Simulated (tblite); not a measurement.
C₅H₁₂FPSi.
Bonds: F1–C2, C2–C3, C3–C4, C4–P5, P5–Si6, P5–C7, C7–C8, C2–C8. Hydrogens: H9 on C2; H10, H11 on C3; H12, H13 on C4; H14, H15, H16 on Si6; H17, H18 on C7; H19, H20 on C8.

Computed with GFN2-xTB (tblite), gas phase: L-BFGS steps from a force-field or distance-geometry start until the largest atomic force falls under 0.01 eV/Å.

Step 26: E = -702.5748 eV
```
atom  x, y, z in Å  |  force x, y, z in eV/Å
F1     -2.9062    0.2572    0.7897    0.042   0.000   0.109
C2     -1.7759    0.1088    0.0043   -0.086   0.006  -0.027
C3     -0.8461    1.2974    0.1960   -0.022  -0.099   0.007
C4      0.1557    1.3209   -0.9500   -0.059   0.028  -0.026
P5      1.2195   -0.1991   -1.0944    0.082   0.027  -0.061
Si6     2.4987    0.0140    0.7129    0.217  -0.009   0.167
C7      0.0004   -1.5421   -0.6598   -0.075   0.010   0.017
C8     -1.0833   -1.2005    0.3582   -0.029   0.113  -0.016
H9     -2.1455    0.0907   -1.0292   -0.034  -0.062  -0.038
H10    -0.3408    1.1959    1.1591    0.025   0.090  -0.006
H11    -1.4344    2.2187    0.2155    0.026  -0.008  -0.067
H12    -0.3796    1.4247   -1.9000   -0.005   0.058   0.011
H13     0.8292    2.1760   -0.8577    0.037  -0.015  -0.016
H14     1.9263    0.2452    2.0494   -0.041  -0.034  -0.083
H15     3.3679    1.1624    0.4074   -0.098  -0.119   0.032
H16     3.2828   -1.2274    0.7662   -0.066   0.093   0.019
H17    -0.4596   -1.8396   -1.6092   -0.054  -0.001   0.051
H18     0.5780   -2.3969   -0.2992    0.061   0.003  -0.069
H19    -0.6580   -1.0991    1.3609   -0.007  -0.083  -0.035
H20    -1.8345   -1.9966    0.3769    0.087   0.003   0.034
```

Step 27: E = -702.5806 eV
```
atom  x, y, z in Å  |  force x, y, z in eV/Å
F1     -2.9020    0.2546    0.7932    0.036   0.003   0.085
C2     -1.7721    0.1063    0.0085   -0.061  -0.004  -0.037
C3     -0.8474    1.2992    0.1898    0.010  -0.074   0.024
C4      0.1498    1.3254   -0.9589   -0.013  -0.023  -0.037
P5      1.2160   -0.1955   -1.0968    0.114   0.018  -0.029
Si6     2.4899    0.0095    0.7224    0.194  -0.028   0.117
C7     -0.0057   -1.5396   -0.6675   -0.008   0.053  -0.012
C8     -1.0731   -1.1974    0.3652    0.004   0.074  -0.010
H9     -2.1333    0.0768   -1.0270   -0.099  -0.045  -0.039
H10    -0.3327    1.2021    1.1466    0.036   0.083   0.054
H11    -1.4386    2.2169    0.2165    0.000   0.026  -0.090
H12    -0.3856    1.4227   -1.9095   -0.002   0.071   0.015
H13     0.8279    2.1776   -0.8707    0.000  -0.006  -0.014
H14     1.9116    0.2342    2.0576   -0.044  -0.025  -0.086
H15     3.3661    1.1546    0.4254   -0.107  -0.111   0.030
H16     3.2763   -1.2311    0.7820   -0.086   0.099   0.004
H17    -0.4817   -1.8209   -1.6141   -0.024  -0.022   0.053
H18     0.5799   -2.3970   -0.3248    0.009  -0.002  -0.069
H19    -0.6307   -1.0925    1.3584   -0.001  -0.060   0.016
H20    -1.8194   -1.9953    0.4006    0.041  -0.028   0.027
```

Problem. Estimate the geometry and energy of step 28. (The exact step hangs on the optimiser's Hessian estimate; all steps are aligned on step 27, rigid shifts and turns removed.)

Solution. E = -702.5849 eV, largest force 0.143 eV/Å
```
atom  x, y, z in Å  |  force x, y, z in eV/Å
F1     -2.8982    0.2529    0.7980    0.024   0.006   0.060
C2     -1.7706    0.1044    0.0110   -0.021  -0.010  -0.025
C3     -0.8484    1.2996    0.1854    0.032  -0.021   0.019
C4      0.1453    1.3284   -0.9659    0.038  -0.061  -0.028
P5      1.2153   -0.1924   -1.0988    0.111   0.006   0.011
Si6     2.4868    0.0058    0.7312    0.084  -0.037   0.035
C7     -0.0103   -1.5370   -0.6730    0.062   0.082  -0.032
C8     -1.0660   -1.1943    0.3700    0.033   0.012  -0.008
H9     -2.1269    0.0658   -1.0261   -0.140  -0.025  -0.018
H10    -0.3261    1.2083    1.1382    0.026   0.066   0.076
H11    -1.4417    2.2156    0.2153   -0.011   0.037  -0.100
H12    -0.3898    1.4231   -1.9165   -0.002   0.069   0.013
H13     0.8271    2.1785   -0.8799   -0.030   0.001  -0.008
H14     1.9001    0.2257    2.0617   -0.052  -0.014  -0.061
H15     3.3631    1.1468    0.4388   -0.070  -0.056   0.020
H16     3.2709   -1.2321    0.7939   -0.059   0.047  -0.002
H17    -0.4981   -1.8081   -1.6162   -0.002  -0.028   0.042
H18     0.5814   -2.3964   -0.3445   -0.033   0.000  -0.061
H19    -0.6115   -1.0894    1.3566    0.004  -0.025   0.050
H20    -1.8076   -1.9946    0.4178    0.005  -0.048   0.015
```

The energy changes by -0.0043 eV. The first-order estimate −F·Δx gives -0.0062 eV and the mean of the old and new forces, exact on a quadratic surface, -0.0043 eV. The step makes an angle of 76° with the force vector and moves no atom by more than 0.021 Å.

What follows is the cost of the whole relaxation. The run took 0.56 s of wall time on an Arm Neoverse V2 with one thread, on a shared host.
